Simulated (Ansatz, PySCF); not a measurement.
H2Sb, SMILES [SbH2+] (connectivity only; charge and spin as stated), charge +1, multiplicity 1. Atoms are numbered in the order given.

```xyz
3

Sb     0.0000     0.0000    -0.0431
H      0.0000     1.2142     1.1666
H      0.0000    -1.2142     1.1666
```
Charge +1, spin multiplicity 1.

Geometry optimised at B3LYP-D3(BJ)/def2-TZVPD. The def2 effective core potentials stand for the cores of Sb; spin–orbit coupling is left out.

Two levels are set side by side: PBE-D3(BJ)/def2-TZVPD (Ansatz, a first-principles code) and B3LYP-D3(BJ)/def2-TZVPD (Ansatz). Each level has its own optimised geometry; the coordinates shown are those of the second. Frequencies come from the Hessian of PySCF at each geometry. Differences are taken from unrounded values.

```csv
quantity,B3LYP-D3(BJ),PBE-D3(BJ),PBE-D3(BJ) minus B3LYP-D3(BJ)
mean bond length (Å),1.714,1.726,0.012
bond Sb1–H2 (Å),1.714,1.726,0.012
bond Sb1–H3 (Å),1.714,1.726,0.012
highest harmonic wavenumber (cm⁻¹),1982,1928,-54
mean harmonic wavenumber (cm⁻¹),1604,1555,-49
zero-point energy (kcal/mol),6.88,6.67,-0.21
```

GGA bonds tend to be longer and softer than those of functionals with exact exchange. Differences between two approximate levels are no errors against the true value.
